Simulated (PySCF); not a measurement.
**Correlation energy of Sn⁺ (tin, charge +1)**

[Kr] 4d10 5s1 5p1 6s1, high-spin 4P determinant (an excited configuration). Calculation: PySCF 2.14, in x2c-TZVPPall with one added diffuse shell each of s, p, d, f type (9s7p5d3f, 76 functions); the spin-free X2C one-electron Hamiltonian (Gaussian nucleus). Frozen: [Ar] 3d10; 21 electrons correlated.

```csv
level,correlation energy (mhartree)
CCSD,-301.25
(T),-5.21
CCSD(T),-306.46
```

Diagnostics: T1 = 0.012, D1 = 0.0651, largest double amplitude 0.036.

The outer electron is Rydberg-like, and this basis confines it to a smaller radius and binds it less than a complete one would.

Cost of the coupled-cluster step: roughly 40 core-seconds, for 21 correlated electrons.

This basis was not built for core-valence correlation, so the inner-shell part is incomplete.
